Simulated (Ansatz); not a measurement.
Abridged output of a molecular run in Ansatz:

```
Functional definition: HF
1392 factors; integrals over basis functions are off by at most 9.9e-4 eV
mean field evaluation 1: about -17532.7525 eV, gradient 3.0e1 eV
mean field evaluation 2: about -17533.0074 eV, gradient 3.0e1 eV
mean field evaluation 4: about -17536.2128 eV, gradient 3.9e0 eV
mean field evaluation 8: about -17536.2924 eV, gradient 2.2e-1 eV
mean field evaluation 16: about -17536.2930 eV, gradient 2.8e-6 eV
mean field -17536.29299678 eV, -644.4468811055 hartree, gradient 2.7e-6 eV, S^2 0.000000; 0 other end points of the search recorded, 0 dependent functions left out
12 core orbitals not correlated: weight in the atoms' cores, before any rotation towards them, 1.000 or more for the frozen orbitals, at most 0.000 for the correlated occupied ones
reference -17536.29299678 eV, -644.4468811055 hartree; 11, 11 occupied and 221, 221 virtual orbitals, 1392 factors
second order -14.44298401 eV of doubles, -0.00000000 eV of singles
cycle   1  -15.40454334 eV  change   -9.6e-1 eV  update   9.9e-2
cycle   2  -15.87972108 eV  change   -4.8e-1 eV  update   3.1e-2
cycle   3  -15.95978055 eV  change   -8.0e-2 eV  update   1.5e-2
cycle   4  -15.95417798 eV  change    5.6e-3 eV  update   4.7e-3
cycle   5  -15.95243301 eV  change    1.7e-3 eV  update   2.3e-3
cycle   6  -15.95224238 eV  change    1.9e-4 eV  update   1.0e-3
cycle   7  -15.95234382 eV  change   -1.0e-4 eV  update   3.9e-4
cycle   8  -15.95250225 eV  change   -1.6e-4 eV  update   1.5e-4
cycle   9  -15.95250396 eV  change   -1.7e-6 eV  update   5.1e-5
cycle  10  -15.95247911 eV  change    2.5e-5 eV  update   2.0e-5
perturbative correction -0.74521014 eV, -0.0273859676 hartree
Total energy: -17552.99068603 eV, -645.0605098673 hartree
```

Its atoms:

Z-matrix (Å, degrees):
```
C
B 1 1.566
H 1 1.092 2 114.1
H 1 1.099 2 106.3 3 -116.7
H 1 1.092 2 114.1 3 126.5
Si 2 1.907 1 130.2 3 -2.9
Si 2 1.907 1 130.2 3 -123.7
H 6 1.482 2 124.3 1 165.7
H 6 1.489 2 125.0 1 -11.1
H 7 1.489 2 124.9 1 11.2
H 7 1.482 2 124.3 1 -165.8
```

Question: Which basis set was used?
A. cc-pV(D+d)Z
B. def2-TZVPPD
C. def2-TZVPP
D. cc-pV(Q+d)Z

Answer: C. It gives 244 functions.

Question: Write the keys of the input that set method, charge and spin (a neutral closed shell needs none for the last two).

Answer: 
```yaml
correlation: {method: ccsd_t}
```
